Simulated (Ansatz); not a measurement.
Pyrene (C₁₆H₁₀), 26 atoms. Hardware: 4 threads of AMD EPYC 7R43 on a shared host.

Correlated methods freeze 16 core orbitals.

How many basis functions does each of these Ansatz runs have, and roughly what does it cost? MP2/def2-SVP, charge 0 singlet, energy, from earlier orbitals; PBE-D4/def2-SVP, charge 1 doublet at the geometry of the charge 0 singlet, energy, from earlier orbitals; PBE0-D4/def2-TZVP, charge 0 singlet, energy and forces, from earlier orbitals; B3LYP-D4/6-31G, charge 0 singlet, energy, from earlier orbitals; PBE0-D4/def2-SVP, charge 1 doublet, energy, from earlier orbitals; PBE0-D4/def2-SVP, charge -1 doublet at the geometry of the charge 0 singlet, energy; PBE-D4/def2-TZVP, charge 0 singlet, energy and forces, from earlier orbitals; PBE-D4/def2-SVP, charge 0 triplet at the geometry of the charge 0 singlet, energy, from earlier orbitals; PBE-D4/def2-SVP, charge -1 doublet at the geometry of the charge 0 singlet, energy, from earlier orbitals; HF/6-31G, charge 0 singlet, energy, from earlier orbitals; PBE-D4/def2-SVP, charge 1 doublet, energy, from earlier orbitals; r2SCAN-D4/def2-TZVP, charge 0 singlet, energy, from earlier orbitals.

Other jobs shared the machine, so times can vary by a factor of up to 3. A dash marks memory too small to be measured apart from the calling script's.

```json
{"run": "HF/6-31G, charge 0 singlet, energy, from earlier orbitals", "functions": "164", "fitting or Cholesky vectors": "2348", "wall time": "4.4 s", "peak host memory (GiB)": "–"}
{"run": "B3LYP-D4/6-31G, charge 0 singlet, energy, from earlier orbitals", "functions": "164", "fitting or Cholesky vectors": "2348", "wall time": "6 s", "peak host memory (GiB)": "–"}
{"run": "PBE-D4/def2-SVP, charge 1 doublet at the geometry of the charge 0 singlet, energy, from earlier orbitals", "functions": "274", "fitting or Cholesky vectors": "3108", "wall time": "8.5 s", "peak host memory (GiB)": "–"}
{"run": "PBE-D4/def2-SVP, charge 1 doublet, energy, from earlier orbitals", "functions": "274", "fitting or Cholesky vectors": "3108", "wall time": "9 s", "peak host memory (GiB)": "–"}
{"run": "PBE-D4/def2-SVP, charge -1 doublet at the geometry of the charge 0 singlet, energy, from earlier orbitals", "functions": "274", "fitting or Cholesky vectors": "3108", "wall time": "9.5 s", "peak host memory (GiB)": "–"}
{"run": "PBE-D4/def2-SVP, charge 0 triplet at the geometry of the charge 0 singlet, energy, from earlier orbitals", "functions": "274", "fitting or Cholesky vectors": "3108", "wall time": "11 s", "peak host memory (GiB)": "–"}
{"run": "MP2/def2-SVP, charge 0 singlet, energy, from earlier orbitals", "functions": "274", "fitting or Cholesky vectors": "2848", "wall time": "18 s", "peak host memory (GiB)": "1.2"}
{"run": "PBE-D4/def2-TZVP, charge 0 singlet, energy and forces, from earlier orbitals", "functions": "556", "fitting or Cholesky vectors": "3320", "wall time": "21 s", "peak host memory (GiB)": "1.9"}
{"run": "PBE0-D4/def2-SVP, charge 1 doublet, energy, from earlier orbitals", "functions": "274", "fitting or Cholesky vectors": "3108", "wall time": "23 s", "peak host memory (GiB)": "1.9"}
{"run": "PBE0-D4/def2-SVP, charge -1 doublet at the geometry of the charge 0 singlet, energy", "functions": "274", "fitting or Cholesky vectors": "3108", "wall time": "26 s", "peak host memory (GiB)": "2"}
{"run": "r2SCAN-D4/def2-TZVP, charge 0 singlet, energy, from earlier orbitals", "functions": "556", "fitting or Cholesky vectors": "3320", "wall time": "29 s", "peak host memory (GiB)": "1.9"}
{"run": "PBE0-D4/def2-TZVP, charge 0 singlet, energy and forces, from earlier orbitals", "functions": "556", "fitting or Cholesky vectors": "3320", "wall time": "58 s", "peak host memory (GiB)": "3.7"}
```
